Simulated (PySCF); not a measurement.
# AsNF₂ + H₂O → AsON + 2 HF

Level: PBE0 in the def2-TZVP basis family, all electrons, no relativity, computed in PySCF with density fitting; open shells unrestricted.

```tsv
species	state and structure	E (Eh)	ZPE (kJ/mol)	H(298 K) − H(0) (kJ/mol)	S° (J/(mol K))
AsNF₂	singlet, C2v, As–F 1.708 Å (×2), As–N 1.613 Å; F–As–F 92.8°, F–As–N 133.6° (×2)	-2489.80369	18.9	14.8	297.3
H₂O	singlet, C2v, O–H 0.960 Å (×2); H–O–H 105.1°	-76.37736	56.5	9.9	188.7
AsON	singlet, C∞v, As–N 1.607 Å, As–O 1.607 Å; N–As–O 180.0°	-2365.35496	14.6	12.1	253.6
HF	singlet, C∞v, H–F 0.920 Å	-100.39188	24.9	8.7	173.6
```

**Question.** What is the electronic reaction energy?

**Answer.** At PBE0/def2-TZVP, ΔE = 111.1 kJ/mol from the differences of the total energies times 2625.5, uphill. Hydrolysis steps of this kind drive oxide growth by atomic layer deposition.

**Question.** Add zero-point, thermal and entropy terms for 298.15 K and 1 bar.

**Answer.** ΔZPE = -11.0 and Δ[H(298) − H(0)] = 4.8 kJ/mol give ΔH° = 104.9 kJ/mol. ΔS° = 114.8 J/(mol K), so ΔG° = 104.9 − 298.15 × (0.1148) = 71 kJ/mol and log₁₀K = -12.4. ΔG° would change sign near 910 K if ΔH° and ΔS° stayed fixed.

The structures come from searches over a few start shapes, so lower isomers are not excluded.
